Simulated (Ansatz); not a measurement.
The same hydrogen abstraction along the group B, Ga, In.

Calculated with Ansatz (gas phase, PBE0-D4/def2-TZVP geometries, no zero-point term in ΔE). CCSD(T)/CBS adds triple-zeta CCSD(T) − MP2 to the extrapolated MP2 energy (def2 sets, frozen cores). This one scheme is used for every species. No spin–orbit coupling; open shells (•) take unrestricted orbitals. def2 core potentials past Kr. For Ga, In outer-core shells are correlated without core-valence functions, which leaves a few kJ/mol of doubt a bond. Scalar relativity is left out up to krypton. Each species was taken in one conformer, which may not be the lowest.

```json
{"reaction": "`OB(Cl)Cl` + `[OH]`• → `[O]B(Cl)Cl`• + H₂O", "CCSD(T)/CBS(def2) (eV)": "?"}
{"reaction": "`[OH][Ga]([Cl])[Cl]` + `[OH]`• → `[O][Ga]([Cl])[Cl]`• + H₂O", "CCSD(T)/CBS(def2) (eV)": "0.07"}
{"reaction": "`[OH][In]([Cl])[Cl]` + `[OH]`• → `[O][In]([Cl])[Cl]`• + H₂O", "CCSD(T)/CBS(def2) (eV)": "0.01"}
```

(1) Fill in the missing values. (Best estimate.)

Largest T1 diagnostic: 0.019, for `[O]B(Cl)Cl`•.

Answers

(1) Ansatz gave: `OB(Cl)Cl` + `[OH]`• → `[O]B(Cl)Cl`• + H₂O: -0.13 eV.
